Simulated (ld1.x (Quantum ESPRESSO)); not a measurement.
# Pseudopotential generation for B: ultrasoft, PBE, non-relativistic.

* Element: B
* Generator: ld1.x (Quantum ESPRESSO) 7.5
* Type: ultrasoft
* Functional: PBE
* Relativity: non-relativistic
* Frozen core: [He]
* Valence charge: 3
* Reference configuration: 2s2 2p1
* Partial waves: 2s (bound): rcut 1.05, rcutus 1.25 bohr; 2s channel at 3.7 Ry: rcut 1.05, rcutus 1.25 bohr; 2p (bound): rcut 2.35, rcutus 3.25 bohr; 2p channel at 0.3 Ry: rcut 2.35, rcutus 3.25 bohr; 3d channel at 0.5 Ry: rcut 2.10, rcutus 2.70 bohr; 3d channel at 2.75 Ry: rcut 2.10, rcutus 2.70 bohr
* Local potential: all-electron potential smoothed inside 1.15 bohr (lloc = -1)
* Core correction: Bessel-smoothed model core inside 1.15 bohr
* Augmentation charge: built from norm-conserving waves at rcut, not smoothed further

All-electron outer shells of the reference configuration (PBE, non-relativistic, ld1.x):

```tsv
shell	level (eV)	outermost node (bohr)	outermost maximum (bohr)
2s	-9.44	0.46	1.52
2p	-3.61	–	1.57
```

(1) Is the overlap operator S = 1 + Σ q|β⟩⟨β| positive definite (Bessel basis up to 400 Ry)?

(2) Tests: 2s2 2p0; 2s1 2p0; 2s2 2p0.5; 2s2 2p1.3; 2s1 2p2; 2s0 2p3; 2s1 2p1. Which has the largest error in its energy relative to the reference configuration, and how large is it?

Answers

(1) No: its lowest eigenvalue is -1.061, in the p channel, so the generalised eigenproblem breaks down once the basis is large enough.

(2) 2s1 2p0, with +141 meV (all-electron minus pseudo) on +33.64 eV.

The ghost test of this file was not conclusive. Its overlap operator is not positive definite in a basis up to 400 Ry (lowest eigenvalue p -1.06), so the file is unfit for use: the generalised eigenproblem breaks down once the basis is large enough, and its test numbers describe a broken file.
